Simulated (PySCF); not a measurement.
Match the calculated data to a structure.

All candidates are C7H4F3N.

| technique | computed result |
| --- | --- |
| Dipole | 3.03 D [PBE0/pcSseg-1] |
| Rotational structure | rotational constants A, B, C: 2.453, 0.740, 0.569 GHz [GFN2-xTB] |
| 13C NMR | chemical shifts (computed TMS as zero) by class: 170.1 (1 C), 155.4 (1 C), 155.2 (1 C), 142.6 (1 C), 138.4 (1 C), 126.8 (1 C), 123.3 (1 C) ppm [GIAO PBE0/pcSseg-1] |
| 1H NMR | chemical shifts (computed TMS as zero) by class: 8.98 (1 H), 8.07 (1 H), 7.68 (1 H), 7.31 (1 H) ppm [GIAO PBE0/pcSseg-1] |
| NMR, other nuclei | isotropic shieldings of nuclei other than C and H, by class: -77 (1 N), 262 (1 F), 267 (1 F), 378 (1 F) ppm [GIAO PBE0/pcSseg-1] |

Gas-phase values; electronic properties from PySCF, density fitting. Levels stand in brackets. Isolated species at its GFN2-xTB geometry (one conformer only). NMR values are class means; diastereotopic atoms form classes of their own.

Question: Which candidate is it?
A. `FC(F)=C(F)c1ccccn1`
B. `CC#C[C@H](C#N)C(F)=C(F)F`
C. `C/C(C#CC#N)=C\C(F)(F)F`

Answer: A. It is `FC(F)=C(F)c1ccccn1`. Numbering: `[F:1][C:2]([F:3])=[C:4]([F:5])[c:6]1[cH:7][cH:8][cH:9][cH:10][n:11]1`. Its formula, C7H4F3N, gives 5 degrees of unsaturation: 1 ring and 4 π bonds in the structure found (Kekulé form). 7 carbons fall into 7 classes; from least to most shielded: =CF2 carbon [C2] (170.1 ppm), aromatic CH next to a ring nitrogen [C10] (155.4 ppm), substituted aromatic carbon [C6] (155.2 ppm), aromatic CH carbon [C8] (142.6 ppm), vinylic C–F carbon [C4] (138.4 ppm), aromatic CH carbon [C9] (126.8 ppm), aromatic CH carbon [C7] (123.3 ppm). Hydrogen classes from least to most shielded: 1 H on an aromatic CH next to a ring nitrogen, C10 (8.98 ppm), 1 H on an aromatic CH carbon, C8 (8.07 ppm), 1 H on an aromatic CH carbon, C7 (7.68 ppm), 1 H on an aromatic CH carbon, C9 (7.31 ppm). The other shieldings belong to: -77 ppm, pyridine-type nitrogen [N11]; 262 ppm, vinyl fluorine [F1]; 267 ppm, vinyl fluorine [F3]; 378 ppm, vinyl fluorine [F5]. The optimised geometry has point group Cs and is an asymmetric top.

The others, at the same levels:
- `CC#C[C@H](C#N)C(F)=C(F)F` fails: its computed 13C shifts are 168.6 (1 C), 136.4 (1 C), 118.8 (1 C), 91.9 (1 C), 72.6 (1 C), 24.4 (1 C), 4.3 (1 C) ppm, 1H shifts are 4.16 (1 H), 2.12 (3 H) ppm and rotational constant A is 1.265 GHz (against 2.453 GHz).
- `C/C(C#CC#N)=C\C(F)(F)F` fails: its computed 13C shifts are 142.8 (1 C), 138.3 (1 C), 132.1 (1 C), 110.7 (1 C), 83.9 (1 C), 79.4 (1 C), 22.0 (1 C) ppm, 1H shifts are 6.56 (1 H), 2.32 (3 H) ppm and rotational constant A is 2.992 GHz (against 2.453 GHz).

Each candidate is one conformer, not necessarily the lowest. The conformers computed, where there is a choice (atom-mapped SMILES and torsion angles):
- `[F:1][C:2]([F:3])=[C:4]([F:5])[c:6]1[cH:7][cH:8][cH:9][cH:10][n:11]1`: C2–C4–C6–C7 180°
- `[CH3:1][C:2]#[C:3][C@H:4]([C:5]#[N:6])[C:7]([F:8])=[C:9]([F:10])[F:11]`: C3–C4–C7–F8 -131°
- `[CH3:1]/[C:2]([C:3]#[C:4][C:5]#[N:6])=[CH:7]\[C:8]([F:9])([F:10])[F:11]`: C2–C7–C8–F9 -177°
